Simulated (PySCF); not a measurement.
PySCF 2.14 output of an unrestricted PBE0 calculation on a single atom or ion in aug-cc-pVTZ-PP with one added diffuse shell each of d, f type with ECP60MDF (6s5p5d3f, 67 functions), with scalar relativity through the core potential:

```
SCF conv_tol = 1e-09
number electrons alpha = 13  beta = 9
    C. Adamo and V. Barone.,  J. Chem. Phys. 110, 6158 (1999)
    M. Ernzerhof and G. E. Scuseria.,  J. Chem. Phys. 110, 5029 (1999)
cycle= 1 E= -192.376315862396  delta_E= -0.00969  |g|= 0.0173  |ddm|= 0.679
cycle= 2 E= -192.382747285021  delta_E= -0.00643  |g|= 0.0229  |ddm|= 1.12
cycle= 3 E= -192.37379360657  delta_E= 0.00895  |g|= 0.00326  |ddm|= 0.877
cycle= 4 E= -192.373748519365  delta_E= 4.51e-05  |g|= 0.00162  |ddm|= 0.11
cycle= 5 E= -192.373744740527  delta_E= 3.78e-06  |g|= 0.000586  |ddm|= 0.0484
cycle= 6 E= -192.373747409363  delta_E= -2.67e-06  |g|= 0.000348  |ddm|= 0.0119
cycle= 7 E= -192.373746418995  delta_E= 9.9e-07  |g|= 0.00011  |ddm|= 0.0117
cycle= 8 E= -192.373746340592  delta_E= 7.84e-08  |g|= 1.58e-05  |ddm|= 0.00313
cycle= 9 E= -192.373746337644  delta_E= 2.95e-09  |g|= 4.4e-06  |ddm|= 0.000639
cycle= 10 E= -192.373746337344  delta_E= 2.99e-10  |g|= 4.41e-07  |ddm|= 0.000141
converged SCF energy = -192.373746337344  <S^2> = 6.0024529  2S+1 = 5.0009811
```

The run itself started from symmetry-adapted Hartree-Fock orbitals and held the occupation by maximum overlap, on a logarithmic radial grid, so the iterations belong to that start.

**Question.** Which element, charge and spin multiplicity is this?

**Answer.** Pb (lead, neutral), multiplicity 5; the state was [Xe] 4f14 5d10 6s1 6p2 6d1, one real determinant (an excited configuration).

⟨L²⟩ = 7.95 against 12 for a pure F term, so this real determinant mixes terms. Energies and moments cover only the electrons outside the core potential. Spin-orbit coupling is strong in this species (close to jj coupling), so the high-spin LS determinant is a model state, not a physical level. The outer electron is Rydberg-like, and this basis confines it to a smaller radius and binds it less than a complete one would.
